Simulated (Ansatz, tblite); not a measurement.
Bond stretch in K(OtBu), C₄H₉KO, SMILES [O](C(C)(C)C)[K]. The C3–C12 bond (C3 also carries C, C, O; C12 carries H, H, H) is varied alone, starting from the PBE0/def2-SVP optimised geometry.

UKS-PBE0 = unrestricted PBE0/def2-SVP (Ansatz, a first-principles code); UKS-PBE = unrestricted PBE/def2-SVP (Ansatz); RKS-PBE0 = Ansatz with restricted PBE0/def2-SVP; GFN2-xTB, 300 K electronic temperature (tblite); RKS-PBE = restricted PBE/def2-SVP (Ansatz).

Energies are in kJ/mol, each relative to the lowest point of its own curve near equilibrium.

```csv
R / Å,UKS-PBE0,UKS-PBE,RKS-PBE0,GFN2-xTB,RKS-PBE
1.27,154.6,160.4,154.6,153.0,160.4
1.34,73.7,78.9,73.7,73.2,78.9
1.46,9.6,12.2,9.6,9.6,12.2
1.49,3.6,5.4,3.6,3.6,5.4
1.54,0.0,0.1,0.0,0.0,0.1
1.57,0.9,0.0,0.9,1.0,0.0
1.63,8.1,4.9,8.1,8.5,4.9
1.76,39.6,31.0,39.6,41.8,31.0
1.86,71.5,58.4,71.5,76.0,58.4
2.03,129.9,109.0,129.9,137.6,109.0
2.27,208.0,176.6,208.0,218.9,176.6
2.54,281.8,240.2,281.8,290.7,240.2
2.88,342.0,300.5,353.2,350.9,300.5
3.22,369.7,337.5,405.3,—,343.1
3.75,388.4,361.9,[?],—,385.4
4.42,396.7,374.2,[?],—,415.2
```

Problem. Fill in the missing entries.

Solution. 
- 3.75, RKS-PBE0: 459.9
- 4.42, RKS-PBE0: 501.7

Dashes: no converged value, or the column stops at the first point that the program doubted or that broke a chosen test of continuity, which isn't proof of a fault.

The unrestricted determinant behind UKS-PBE0 is spin-contaminated at 2.88 to 4.42 Å (<S²> up to 1.0, against 0.00 for a pure singlet). The unrestricted determinant behind UKS-PBE is spin-contaminated at 3.22 to 4.42 Å (<S²> up to 0.8, against 0.00 for a pure singlet). The restricted form behind RKS-PBE0, RKS-PBE keeps the bonding electrons paired and can't separate into open-shell fragments.
